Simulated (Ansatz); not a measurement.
Consider the formal exchange of groups at a B–S bond: `B[S][GaH][Cl]` + silanol → `B[SiH2]O` + `[SH][GaH][Cl]`.

Calculated with Ansatz (gas phase, PBE0-D4/def2-TZVP geometries, no zero-point term in ΔE). CCSD(T)/CBS is the MP2 limit (def2-TZVPP, def2-QZVPP) plus CCSD(T) − MP2 in def2-TZVPP, frozen cores. Functionals use def2-TZVPP. For Ga outer-core shells are correlated without core-valence functions, which leaves a few kJ/mol of doubt a bond. Scalar relativity is left out up to krypton. Each species was taken in one conformer, which may not be the lowest.

`B[S][GaH][Cl]`:

Cartesian coordinates in Å:
```
B -0.569 1.510 -0.117
S -0.241 0.221 -1.303
Ga 0.497 -1.321 0.099
Cl 1.061 -3.168 -0.821
H -0.368 1.354 1.050
H -0.999 2.537 -0.542
H 0.618 -1.134 1.633
```

`O[SiH3]`:

Cartesian coordinates in Å:
```
O -1.112 -0.450 0.451
Si 0.298 0.259 -0.022
H -1.360 -1.276 0.033
H 1.470 -0.624 0.233
H 0.418 1.498 0.778
H 0.286 0.593 -1.473
```

`B[SiH2]O`:

Cartesian coordinates in Å:
```
B -1.127 0.577 -0.549
Si 0.506 -0.486 -0.077
O 1.486 0.157 1.091
H -1.544 1.489 0.105
H -1.764 0.267 -1.514
H 1.389 -0.680 -1.258
H -0.009 -1.834 0.328
H 1.063 0.510 1.874
```

`[SH][GaH][Cl]`:

Z-matrix (Å, degrees):
```
Ga
S 1 2.185
Cl 1 2.139 2 113.8
H 1 1.551 2 126.1 3 -180.0
H 2 1.344 1 93.3 3 180.0
```

| species | PBE-D4 energy (Eh) |
| --- | --- |
| `B[S][GaH][Cl]` | -2809.33552 |
| `O[SiH3]` | -366.95854 |
| `B[SiH2]O` | -392.33636 |
| `[SH][GaH][Cl]` | -2783.91534 |

**Question.** Work out ΔE.

**Answer.** ΔE = (-392.33636) + (-2783.91534) − (-2809.33552) − (-366.95854) = 0.04236 Eh = +111.2 kJ/mol. CCSD(T)/CBS gives +114.4 kJ/mol.

Largest T1 diagnostic among the species: 0.013.

At CCSD(T), def2-SVP lies +7.7 kJ/mol from the extrapolated value and def2-TZVPP +0.5 kJ/mol. Leaving LDA and LC-ωPBE aside and taking each functional with its dispersion term where it has one, the values, not all of them listed here, spread over 7.3 kJ/mol, from ωB97X-V to PBE-QIDH. LDA lies +4.7 kJ/mol from PBE without D4. In def2-TZVPP, CCSD(T) changes the Hartree–Fock value by +7.4 kJ/mol (the triples alone add +3.5 kJ/mol) and MP2 by +17.4 kJ/mol.
